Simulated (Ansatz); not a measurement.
[Nd(H2O)6]3+ (NdO₆H₁₂³⁺), relaxed as a quartet with UKS r2SCAN-D4/def2-SVP in Ansatz, starting from the GFN2-xTB geometry. Force threshold 0.03 eV/Å.

In the def2 sets Nd takes a core potential; there is no spin–orbit coupling. With an open 4f shell the SCF may have ended on a state above the lowest.

Start:

Cartesian coordinates in Å:
```
Nd -0.004 -0.003 0.002
O 1.035 -0.073 -2.133
H 0.931 0.541 -2.889
H 1.690 -0.717 -2.475
O -1.043 0.073 2.135
H -1.704 0.711 2.476
H -0.919 -0.529 2.898
O -1.769 -1.355 -0.826
H -1.900 -1.716 -1.727
H -2.557 -1.691 -0.350
O 1.765 1.354 0.829
H 2.563 1.675 0.360
H 1.883 1.728 1.726
O -1.201 1.945 -0.644
H -0.947 2.885 -0.539
H -2.070 2.012 -1.092
O 1.209 -1.945 0.637
H 2.086 -2.008 1.069
H 0.952 -2.886 0.543
```

| step | energy (eV) | largest force component (eV/Å) | SCF passes |
| --- | --- | --- | --- |
| 1 | -27717.9932 | 0.505 | 111 |
| 2 (rejected) | -27717.9787 | 0.248 | 48 |
| 3 | -27718.0439 | 0.013 | 59 |

Force components are those of the run's own axes.

End:

Cartesian coordinates in Å:
```
Nd -0.002 -0.001 0.001
O 1.059 -0.070 -2.169
H 0.939 0.546 -2.920
H 1.709 -0.720 -2.503
O -1.061 0.070 2.172
H -1.717 0.717 2.503
H -0.936 -0.540 2.927
O -1.800 -1.380 -0.837
H -1.914 -1.743 -1.739
H -2.586 -1.707 -0.354
O 1.796 1.378 0.841
H 2.586 1.700 0.362
H 1.905 1.746 1.741
O -1.218 1.980 -0.658
H -0.952 2.916 -0.553
H -2.093 2.035 -1.094
O 1.224 -1.979 0.652
H 2.102 -2.032 1.080
H 0.959 -2.916 0.550
```

By distances, no bond broke or formed. The bond that changes most is Nd1–O8, from 2.37 to 2.42 Å (atoms count from 1).

No frequencies were taken in this run, so the end may be a saddle point.

Hardware: 4 threads of Intel Xeon on a shared host. Wall time 3.1 min, peak host memory 1.1 GiB.
